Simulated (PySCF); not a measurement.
Simulation results for ClGeH2

All values are calculated (PySCF 2.14.0). Calculation on a computer-drawn molecule: vertical ionisation energy to the stated ion spin, frozen-core CCSD(T) at the basis limit and cheaper methods, single-reference cases, UHF for radicals, no spin-orbit; all values are single points at the evaluated structure, the first of each entry, which is the reference or a displaced copy of it and isn't optimised; the reference structure only sets the zero of the energies above reference; triples share is (T) over the correlation energy; on germanium a core potential holds 10 electrons, which the energies leave out, and 3d is frozen in MP2 and coupled-cluster steps.

ClGeH2

Evaluated structure:
```xyz
4
ClGeH2
Cl    -0.5854     3.0529    -2.9069
Ge     0.1123     2.1563    -1.1225
H      1.5802     1.6307    -1.1246
H     -0.7901     2.0367    -0.0680
```

Reference structure:
```xyz
4
ClGeH2
Cl    -0.5377     3.0401    -2.9161
Ge     0.1282     2.1249    -1.2034
H      1.5297     1.5735    -1.2280
H     -0.8322     2.0701    -0.0443
```

Here we set charge 1, multiplicity 1, ion multiplicity 2, diffuse functions no, basis cc-pV(n+d)Z, basis and core potential on germanium cc-pVnZ-PP ECP10MDF, reference is the Hartree-Fock double-zeta minimum, best is HF at quadruple zeta + MP2 correlation extrapolated from triple and quadruple zeta + CCSD(T) minus MP2 at triple zeta and basis step is the size of the change from the same recipe one zeta lower.

Drawn bonds:
```
atom  other atom  order
   1           2      1
   2           3      1
   2           4      1
```

Q: What D1 diagnostic at triple zeta does the calculation give for ClGeH2?
A: 0.04417

Q: Estimate the ion T1 diagnostic at triple zeta of ClGeH2.
A: 0.02362

Further results for ClGeH2:

| Item | Value |
| --- | --- |
| ionisation energy best | 18.16 eV |
| ionisation energy basis step | 0.06582 eV |
| energy above reference best | 5.448 kcal/mol |
| energy above reference basis step | 0.1777 kcal/mol |
| ionisation energy Koopmans at triple zeta | 18.6 eV |
| ionisation energy EOM CCSD at triple zeta | 18.02 eV |
| total energy HF triple zeta | -753.7999 hartree |
| total energy CCSD(T) triple zeta | -754.1256 hartree |
| total energy best | -754.1751 hartree |
| T1 diagnostic at triple zeta | 0.01483 |
| ion D1 diagnostic at triple zeta | 0.098 |
| ion spin squared at triple zeta | 0.7619 |
| triples share at triple zeta | 0.03867 |
| basis functions triple zeta | 106 |

Triple zeta:
```
 method  ionisation energy (eV)  energy above reference (kcal/mol)
     HF                   16.85                              5.558
    PBE                   17.81                              5.213
 r2SCAN                   17.92                              5.411
  B3LYP                   17.97                              5.064
  wB97X                   18.02                              5.742
    MP2                   18.11                              5.485
   CCSD                    17.9                               5.46
CCSD(T)                   17.98                              5.371
```
